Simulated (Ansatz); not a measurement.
```xyz
12

C    -2.037    2.517   -0.916
C    -1.057    1.811   -0.782
Zr    0.748    0.566   -0.534
O     1.162   -0.249   -2.212
F     2.214    1.640    0.063
O     0.338   -0.727    0.791
C     0.096   -1.753    1.701
H    -2.896    3.138   -1.034
H     1.349   -0.850   -2.927
H     0.121   -2.725    1.199
H     0.852   -1.746    2.491
H    -0.889   -1.621    2.158
```

Charge 0, multiplicity 1. Zr: def2 effective core potential.

Question: List the ωB97M-V/def2-TZVPP orbital energies in eV (Ansatz). (Estimate.)

Answer: The calculation gave: Occupied: -676.60, -526.39, -526.19, -282.97, -281.21, -280.52, -62.16, -39.17, -38.89, -38.41, -33.59, -30.57, -29.81, -23.05, -21.72, -17.27, -16.86, -15.79, -15.53, -15.48, -14.58, -14.14, -14.07, -12.68, -12.31, -12.25, -11.30, -11.18, -10.15, -10.09. Lowest empty: 0.68, 0.97, 1.05, 1.45, 1.53, 1.67, 2.47, 2.86.
